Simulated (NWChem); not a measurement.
System: C3H8Sn; SMILES C=[CH][SnH2][CH3]

NWChem input:

```
start job
memory heap 200 mb stack 900 mb global 1100 mb
geometry units angstroms noautoz
  Sn     0.368076    -0.444913    -0.000132
  C     -1.686629    -1.082076    -0.000732
  C      0.423394     1.696831    -0.000484
  C     -0.676204     2.455832    -0.000046
  H      1.181680    -1.043698    -1.392228
  H      1.180635    -1.043269     1.392761
  H     -2.200867    -0.705246     0.894810
  H     -1.739468    -2.179844    -0.002266
  H     -2.201097    -0.702716    -0.895076
  H      1.401239     2.195318    -0.001060
  H     -1.686410     2.029208     0.000509
  H     -0.624581     3.551921    -0.000236
end
basis spherical
  * library def2-svp
end
ecp
  Sn library def2-ecp
end
dft
  xc xtpss03 ctpss03
  iterations 150
  mulliken
end
task dft energy
```

NWChem printed, in part:

```
             Northwest Computational Chemistry Package (NWChem) 7.3.0
             --------------------------------------------------------

 CS  symmetry detected

                             Geometry "geometry" -> ""
                             -------------------------

 Output coordinates in angstroms (scale by  1.889725989 to convert to a.u.)

  No.       Tag          Charge          X              Y              Z
 ---- ---------------- ---------- -------------- -------------- --------------
    1 Sn                  50.0000     0.31578349    -0.44124174     0.00000000
    2 C                    6.0000    -1.77227857    -0.95872262     0.00000000
    3 C                    6.0000     0.49465344     1.69373670     0.00000000
    4 C                    6.0000    -0.55929294     2.51495235     0.00000000
    5 H                    1.0000     1.09295312    -1.08575366    -1.39249456
    6 H                    1.0000     1.09295312    -1.08575366     1.39249456
    7 H                    1.0000    -2.26394595    -0.55156427     0.89494300
    8 H                    1.0000    -1.88840456    -2.05160936     0.00000000
    9 H                    1.0000    -2.26394595    -0.55156427    -0.89494300
   10 H                    1.0000     1.49964545     2.13494069     0.00000000
   11 H                    1.0000    -1.59244328     2.14735974     0.00000000
   12 H                    1.0000    -0.44447814     3.60623306     0.00000000

 Effective nuclear repulsion energy (a.u.)     347.2042329099

      Symmetry information
      --------------------

 Group name             Cs
 Group number              2
 Group order               2
 No. of unique centers    10

                                 NWChem DFT Module
                                 -----------------

 Summary of "ao basis" -> "ao basis" (spherical)
 ------------------------------------------------------------------------------
       Tag                 Description            Shells   Functions and Types
 ---------------- ------------------------------  ------  ---------------------
 Sn                         def2-svp                10       26   4s4p2d
 C                          def2-svp                 6       14   3s2p1d
 H                          def2-svp                 3        5   2s1p

      Symmetry analysis of basis
      --------------------------

        a'         74
        a"         34

            General Information
            -------------------
          SCF calculation type: DFT
          Wavefunction type:  closed shell.
          No. of atoms     :    12
          No. of electrons :    48
           Alpha electrons :    24
            Beta electrons :    24
          Charge           :     0
          Spin multiplicity:     1
          Use of symmetry is: on ; symmetry adaption is: on
          Maximum number of iterations: 150
          AO basis - number of functions:   108
                     number of shells:    52
          Convergence on energy requested:  1.00D-06
          Convergence on density requested:  1.00D-05
          Convergence on gradient requested:  5.00D-04

              XC Information
              --------------
                  TPSS metaGGA Exchange Functional  1.000
             TPSS03 metaGGA Correlation Functional  1.000

             Grid Information
             ----------------
          Grid used for XC integration:  medium
          Radial quadrature: Mura-Knowles
          Angular quadrature: Lebedev.
          Tag              B.-S. Rad. Rad. Pts. Rad. Cut. Ang. Pts.
          ---              ---------- --------- --------- ---------
          Sn                  1.45      123          11.0       590
          C                   0.70       49          12.0       434
          H                   0.35       45          13.0       434
          Grid pruning is: on
          Number of quadrature shells:   540
          Spatial weights used:  Erf1

      Superposition of Atomic Density Guess
      -------------------------------------

 Sum of atomic energies:        -365.96440666

      Non-variational initial energy
      ------------------------------

 Total energy =    -332.157996
 1-e energy   =    -905.754353
 2-e energy   =     384.981613
 HOMO         =      -0.321206
 LUMO         =      -0.007361

      Symmetry analysis of molecular orbitals - initial
      -------------------------------------------------

  Numbering of irreducible representations:

     1 a'          2 a"

  Orbital symmetries:

     1 a'          2 a'          3 a'          4 a'          5 a'
     6 a"          7 a'          8 a'          9 a'         10 a"
    11 a'         12 a"         13 a'         14 a'         15 a'
    16 a'         17 a'         18 a"         19 a'         20 a'
    21 a"         22 a'         23 a"         24 a'         25 a"
    26 a'         27 a'         28 a'         29 a'         30 a"
    31 a'         32 a'         33 a"         34 a'

     ---------------------------------------------
      Total Density - Mulliken Population Analysis
     ---------------------------------------------

    Atom       Charge   Shell Charges
 -----------   ------   -------------------------------------------------------
    1 Sn  22    21.21   1.60  0.42  0.94  0.29  3.25  2.75  1.23  0.62  9.75  0.37
    2 C    6     6.64   1.99  0.96  0.31  2.08  1.28  0.01
    3 C    6     6.43   1.99  0.99  0.35  1.95  1.11  0.03
    4 C    6     6.17   1.99  0.97  0.28  1.95  0.96  0.03
    5 H    1     1.13   0.66  0.46  0.01
    6 H    1     1.13   0.66  0.46  0.01
    7 H    1     0.87   0.66  0.19  0.03
    8 H    1     0.87   0.66  0.19  0.03
    9 H    1     0.87   0.66  0.19  0.03
   10 H    1     0.89   0.67  0.20  0.03
   11 H    1     0.90   0.67  0.20  0.02
   12 H    1     0.90   0.67  0.21  0.02

[...]
```

Level: TPSS/def2-SVP with def2 effective core potentials on Sn. Geometry: optimised at PBE0/def2-SVP. Not confirmed as a minimum by frequencies. def2 effective core potentials on Sn; no spin-orbit coupling.
